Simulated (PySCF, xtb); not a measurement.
C2H7NOSi2, SMILES C[SiH2][SiH2]OC#N.

GFN2-xTB run with xtb at its own geometry gives an orbital gap of 4.32 eV and a dipole moment of 5.27 D.

Coordinates come from a PBE0-D3(BJ)/def2-SVP optimisation. This is a generated structure with no PubChem entry under its InChIKey; it may be hypothetical. Other conformers were not sampled.

What does PBE/def2-TZVP (PySCF) give? (An estimate is asked for; the answer gives what the named calculation found.)

gap 4.74 eV (levels -6.92 and -2.18 eV), dipole 5.66 D.
